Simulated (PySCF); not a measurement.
Deuteron quadrupole couplings in `C#Cc1pcc(C(C)C)s1`

C₈H₉PS.
Structure used (GFN2-xTB), in Å, numbered top down from 1:
```xyz
19
C8H9PS angstrom
C      4.7085    1.0596   -0.4197
C      3.6608    0.4861   -0.2698
C      2.4392   -0.1684   -0.1052
P      2.2701   -1.8459    0.2578
C      0.5101   -1.7520    0.2595
C     -0.0875   -0.5603    0.0097
C     -1.5652   -0.3097   -0.0268
C     -1.9850    0.2230   -1.3984
C     -1.9651    0.6687    1.0799
S      0.9834    0.7647   -0.2850
H      5.6292    1.5447   -0.5467
H     -0.0780   -2.6354    0.4565
H     -2.0688   -1.2671    0.1491
H     -1.6886   -0.4682   -2.1848
H     -1.5162    1.1863   -1.5894
H     -3.0644    0.3495   -1.4368
H     -1.6645    0.2870    2.0533
H     -3.0426    0.8142    1.0816
H     -1.4850    1.6325    0.9228
```

Level: PBE0/pcSseg-1 (PySCF, non-relativistic); Q(2H) = 0.00286 b; rigid geometry, the same for H and D, with no vibrational averaging.

Problem. Rank these positions by the coupling χzz of a deuteron there, largest first.
A. H12 (aromatic hydrogen)
B. H11 (alkyne hydrogen)
C. H13 (methine hydrogen)
D. H14 (methyl hydrogen)

Solution. B (267 kHz), A (224 kHz), D (210 kHz), C (196 kHz).

Problem. Give the electric field gradient Vzz (the principal value of largest size), its asymmetry and the 2H coupling at each hydrogen.

Solution. 
```csv
atom,bonded to,bond length (Å),Vzz (au),η,χzz (kHz)
H11,C1,1.048,0.3980,0.01,267
H12,C5,1.079,0.3328,0.07,224
H13,C7,1.096,0.2918,0.03,196
H14,C8,1.088,0.3123,0.02,210
H15,C8,1.088,0.3111,0.04,209
H16,C8,1.087,0.3154,0.02,212
H17,C9,1.088,0.3127,0.02,210
H18,C9,1.087,0.3156,0.02,212
H19,C9,1.088,0.3113,0.04,209
```

Problem. How does χzz go with the bond length over the 9 C–H bonds?

Solution. A straight-line fit has a slope of -14.7 kHz for each 0.01 Å, with a correlation coefficient of -1.00, over lengths from 1.048 to 1.096 Å. The longer bonds have the smaller couplings here.

Problem. A static deuteron (I = 1) shows a doublet split by (3/2)χ, (3/4)χ(1 + η) and (3/4)χ(1 − η) with the field along z, y and x of the gradient. What are these for H14?

Solution. With |χ| = 209.8 kHz and η = 0.022: 315, 161 and 154 kHz, to first order and without motion.

Isolated species at its GFN2-xTB geometry (one conformer only). GFN2-xTB bond lengths can be off by several hundredths of an ångström, more for odd bonds, and the gradients follow them. The small basis limits the accuracy of the gradients.

These values come from a run that also computed NMR shieldings. Cost: about 2.8 min of CPU time on one thread (with the writing of density and orbital grids); the machine was shared, so the figure is rough.
